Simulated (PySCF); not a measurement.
SbI2, SMILES [I][Sb][I], multiplicity 2. Atoms are numbered in the order given.

```xyz
3

Sb     0.0000     0.0000     1.1769
I      0.0000    -2.1263    -0.5663
I      0.0000     2.1263    -0.5663
```
Charge 0, spin multiplicity 2.

Geometry: B3LYP-D3(BJ)/def2-SVP. The multiplicity is an assumed one; other spin states were not compared. The isomer is the one that the SMILES or the coordinates give; other isomers of the formula were not compared. The def2 effective core potentials stand for the cores of I, Sb; spin–orbit coupling is left out.

These are PBE0/def2-TZVPD (PySCF) values and carry that method's errors.

Mulliken values depend strongly on the basis, most of all with diffuse functions as here. ESP charges are fitted to the potential on shells at 1.4 to 2.0 van der Waals radii. Atomic charges (e):

```csv
atom,Mulliken,ESP fit,Mulliken spin
Sb1,0.28,0.22,0.94
I2,-0.14,-0.11,0.03
I3,-0.14,-0.11,0.03
```
